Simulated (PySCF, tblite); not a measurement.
C₇H₉O₂P.
Numbering: `[CH3:1][P@:2](=[O:3])([OH:4])[c:5]1[cH:6][cH:7][cH:8][cH:9][cH:10]1` (hydrogens: H11, H12, H13 on C1; H14 on O4; H15 on C6; H16 on C7; H17 on C8; H18 on C9; H19 on C10)

Computed geometry: GFN2-xTB, gas phase.

**Question.** List the bond lengths, angles and torsions at this level.

**Answer.** 
| bond | length (Å) | order |
| --- | --- | --- |
| C1–P2 | 1.829 | single |
| P2=O3 | 1.468 | double |
| P2–O4 | 1.619 | single |
| P2–C5 | 1.817 | single |
| C5–C6, C5–C10 | 1.386 | aromatic |
| C6–C7, C9–C10 | 1.383 | aromatic |
| C7–C8, C8–C9 | 1.386 | aromatic |
| C1–H11, C1–H12, C1–H13 | 1.086 | single |
| O4–H14 | 0.959 | single |
| C6–H15, C10–H19 | 1.080 | single |
| C7–H16, C9–H18 | 1.080 | single |
| C8–H17 | 1.080 | single |

Bonds in one row agree within 0.01 Å and their mean is given. Orders are formal, as drawn. A selection of angles:
| angle | degrees |
| --- | --- |
| P2–C1–H11 | 108.7 |
| P2–C1–H12 | 107.7 |
| P2–C1–H13 | 110.9 |
| H11–C1–H12 | 109.4 |
| C1–P2–O3 | 115.9 |
| C1–P2–O4 | 102.1 |
| C1–P2–C5 | 106.5 |
| O3–P2–O4 | 111.5 |
| O3–P2–C5 | 115.0 |
| O4–P2–C5 | 104.6 |
| P2–O4–H14 | 107.4 |
| P2–C5–C6 | 118.4 |
| P2–C5–C10 | 121.1 |
| C6–C5–C10 | 120.4 |
| C5–C6–C7 | 119.8 |
| C5–C6–H15 | 118.6 |
| C7–C6–H15 | 121.5 |
| C6–C7–C8 | 119.8 |
| C6–C7–H16 | 120.1 |
| C8–C7–H16 | 120.1 |
| C7–C8–C9 | 120.3 |
| C7–C8–H17 | 119.9 |

Torsions: C1–P2–C5–C6 -114° (anticlinal); H14–O4–P2–C1 138° (anticlinal).

The 6-membered ring C5–C6–C7–C8–C9–C10 has internal angles of 119.6° to 120.4°; it is planar, 0.00 Å rms from its mean plane, widest ring torsion 0°. All 6 C–C bonds measure 1.383 to 1.387 Å. P2 (phosphoryl phosphorus) is distorted tetrahedral (angles from 102.1° to 115.9°). The 2 O–P bonds span 1.468 Å (P2=O3, drawn double) to 1.619 Å (P2–O4, drawn single), a spread of 0.151 Å. Of the pairs four or more bonds apart, O3···H15 is among the closest relative to their van der Waals radii: 2.67 Å, 98 % of the sum of Bondi's values.

Point group: C1 (no symmetry element, even within 0.4 Å). Its GFN2-xTB frequencies are all real (lowest 35 cm⁻¹). One conformer, not necessarily the lowest (C1–P2–O4–H 138°, C1–P2–C5–C6 -114°). 3 starts were optimised and ended at 0.00, 1.13 and 2.82 kcal/mol (GFN2-xTB); the lowest of these is shown.
